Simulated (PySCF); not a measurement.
TeCl2, SMILES Cl[Te]Cl. Coordinates come from a PBE-D3(BJ)/def2-TZVP optimisation. The isomer is the one that the SMILES or the coordinates give; other isomers of the formula were not compared. The def2 effective core potentials stand for the cores of Te; spin–orbit coupling is left out.

Q: Give the equilibrium geometry at PBE-D3(BJ)/def2-TZVP (PySCF confirms it by a frequency run) as bond lengths and angles, and its point group. (The exact figures need the calculation; the answer reports its results.)

A: point group C2v.
Atoms: Te1 Cl2 Cl3. Bond lengths (Å): Te1–Cl2 2.348, Te1–Cl3 2.348. Bond angles (°): Cl2–Te1–Cl3 100.2.
Charge 0, spin multiplicity 1.
